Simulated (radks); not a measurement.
The numbers below are computed, except where a source is named.
Effect of the nuclear size on the tungsten ion W+, [Xe] 4f14 5d4 6s1. Level of theory: Dirac Kohn-Sham, PBE, spin-unpolarised, spherical densities, finite nucleus; open shells are shared between the two j in proportion to 2j + 1; Fermi nuclear charge, rms radius 5.3658 fm (a radial shooting solver on a logarithmic mesh with Libxc functionals). The rms radius is varied about that value; shifts are against it.

[
 {"rms radius (fm)": "4.3517", "total energy shift (eV)": "-20.5", "density at nucleus (e/bohr^3)": "1.532e+06", "1s1/2 shift (meV)": "-8310", "2s1/2 shift (meV)": "-1170", "5s1/2 shift (meV)": "-10.9", "5p1/2 shift (meV)": "0.348", "6s1/2 shift (meV)": "-1.10", "5d5/2 shift (meV)": "0.401", "6p1/2 (empty) shift (meV)": "0.122"},
 {"rms radius (fm)": "5.0278", "total energy shift (eV)": "-7.15", "density at nucleus (e/bohr^3)": "1.457e+06", "1s1/2 shift (meV)": "-2900", "2s1/2 shift (meV)": "-408", "5s1/2 shift (meV)": "-3.79", "5p1/2 shift (meV)": "0.121", "6s1/2 shift (meV)": "-0.385", "5d5/2 shift (meV)": "0.140", "6p1/2 (empty) shift (meV)": "0.042"},
 {"rms radius (fm)": "5.3658", "total energy shift (eV)": "0", "density at nucleus (e/bohr^3)": "1.424e+06", "1s1/2 shift (meV)": "0.000", "2s1/2 shift (meV)": "0.000", "5s1/2 shift (meV)": "0.000", "5p1/2 shift (meV)": "0.000", "6s1/2 shift (meV)": "0.000", "5d5/2 shift (meV)": "0.000", "6p1/2 (empty) shift (meV)": "0.000"},
 {"rms radius (fm)": "5.7414", "total energy shift (eV)": "8.30", "density at nucleus (e/bohr^3)": "1.391e+06", "1s1/2 shift (meV)": "3360", "2s1/2 shift (meV)": "474", "5s1/2 shift (meV)": "4.40", "5p1/2 shift (meV)": "-0.140", "6s1/2 shift (meV)": "0.447", "5d5/2 shift (meV)": "-0.162", "6p1/2 (empty) shift (meV)": "-0.049"},
 {"rms radius (fm)": "6.4926", "total energy shift (eV)": "26.0", "density at nucleus (e/bohr^3)": "1.333e+06", "1s1/2 shift (meV)": "10500", "2s1/2 shift (meV)": "1480", "5s1/2 shift (meV)": "13.8", "5p1/2 shift (meV)": "-0.438", "6s1/2 shift (meV)": "1.40", "5d5/2 shift (meV)": "-0.508", "6p1/2 (empty) shift (meV)": "-0.154"}
]

Slopes of the eigenvalues against <r^2> in GHz/fm^2, as finite differences over the two radii next to the reference (eigenvalue slopes, not the field-shift constants of lines): 1s1/2 197000, 2s1/2 27800, 5s1/2 258, 5p1/2 -8.23, 6s1/2 26.2, 5d5/2 -9.51, 6p1/2 (empty) -2.88.
